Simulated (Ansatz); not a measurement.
`[NH2][AlH][NH2]` + `O[SiH3]` → `[NH2][AlH][SiH2]O` + NH₃  (formal exchange of groups at the Al–N bond)

Program: Ansatz. Geometries: PBE0-D4/def2-TZVP. ΔE: electronic, gas phase. CCSD(T)/CBS is the MP2 limit (def2-TZVPP, def2-QZVPP) plus CCSD(T) − MP2 in def2-TZVPP, frozen cores. This one scheme is used for every species. Functionals use def2-TZVPP. HSE06 is defined as in plane-wave codes. Each species was taken in one conformer, which may not be the lowest.

| level | ΔE (kJ/mol) | difference from CCSD(T)/CBS |
| --- | --- | --- |
| revPBE-D4 | 74.6 | -22.2 |
| r2SCANh-D4 | 94.4 | -2.4 |
| HSE06-D4 | 80.6 | -16.2 |
| BHLYP-D4 | 102.1 | 5.3 |
| ωB97M-V | 101.1 | 4.3 |
| B2PLYP | 101.7 | 4.9 |
| PBE-QIDH | 94.5 | -2.3 |
| PBE0 | 82.8 | -14.0 |
| r2SCAN0 | 96.8 | 0.0 |
| HSE06 | 82.6 | -14.2 |
| RPA@PBE/def2-TZVPP | 93.9 | -2.9 |
| CCSD(T)/def2-SVP | 97.7 | 0.9 |
| CCSD(T)/def2-TZVPP | 96.4 | -0.4 |
| HF/def2-QZVPP | 115.1 | 18.3 |
| SCS-MP2/def2-QZVPP | 108.0 | 11.2 |
| MP2/CBS(def2) | 106.7 | 9.9 |
| CCSD(T)/CBS | 96.8 | 0 |

Q: What do rigid-rotor, harmonic-oscillator terms from PBE0-D4/def2-TZVP frequencies (298.15 K, 1 bar) make of the CCSD(T)/CBS value? (Estimate.)

A: Ansatz gave: ΔZPE = +5.5 kJ/mol, ΔH = +105.1 kJ/mol, ΔS = 1 J/(mol·K), ΔG = +104.8 kJ/mol.

Largest T1 diagnostic among the species: 0.012.

From PBE to PBE0 (25 % exact exchange), in def2-TZVPP and without D4, ΔE moves by +7.2 kJ/mol. In def2-TZVPP, CCSD(T) changes the Hartree–Fock value by −17.2 kJ/mol (the triples alone add −2.8 kJ/mol) and MP2 by −7.3 kJ/mol.
